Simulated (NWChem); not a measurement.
C$_{2}$H$_{3}$ClN$_{2}$Si; SMILES Cl[SiH]1N=CC=N1

```xyz
9

Cl    -0.3475    -2.0357     0.0000
Si     0.6319    -0.2382     0.0000
N      0.0941     0.7999     1.3470
C     -0.3952     1.8205     0.7636
C     -0.3952     1.8205    -0.7636
N      0.0941     0.7999    -1.3470
H      2.0951    -0.4623     0.0000
H     -0.8047     2.6802     1.3218
H     -0.8047     2.6802    -1.3218
```
Atoms are numbered in this order, from 1.

Computed with NWChem. The geometry was optimised at PBE0/def2-SVP. B3LYP is NWChem's, with the RPA form of VWN correlation.

For level B3LYP/def2-SVP:

| Item | Result |
|---|---|
| dipole (D) | 1.97 |

Question: What are these values for level B3LYP/def2-TZVP?

Answer: The dipole (D) is 2.21.
